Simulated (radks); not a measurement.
The sulfur anion S2-, [Ar], held by a Watson sphere: a shell of charge +1.95 at radius R that stands for the Madelung well of a crystal (potential energy -1.95/R inside, -1.95/r outside, in hartree with lengths in bohr). Method: non-relativistic Kohn-Sham, LDA (Slater exchange, VWN5 correlation), spin-polarised, spherical densities, point nucleus; computed with a radial shooting solver on a logarithmic mesh with Libxc functionals. Response by self-consistent Sternheimer equations with the Hartree and adiabatic LDA kernel. The sphere does not respond.

| R (bohr) | e(2p) (eV) | e(3s) (eV) | e(3p) (eV) | <r> 3p (bohr) | sum of <r^2> (bohr^2) | X-ray form factor at sin(theta)/lambda = 0.1 1/angstrom | alpha (bohr^3) |
|---|---|---|---|---|---|---|---|
| 1.96 | -153.03 | -18.018 | -8.148 | 2.064 | 39.38 | 15.556 | 23.48 |
| 2.85 | -152.66 | -15.623 | -6.388 | 2.287 | 47.58 | 15.189 | 39.32 |
| 3.09 | -152.50 | -15.099 | -5.931 | 2.340 | 49.67 | 15.109 | 45.29 |
| 3.98 | -151.77 | -13.555 | -4.460 | 2.508 | 57.05 | 14.875 | 75.41 |
| 4.01 | -151.75 | -13.512 | -4.417 | 2.513 | 57.29 | 14.869 | 76.69 |
| 4.48 | -151.35 | -12.905 | -3.795 | 2.588 | 61.04 | 14.779 | 99.42 |
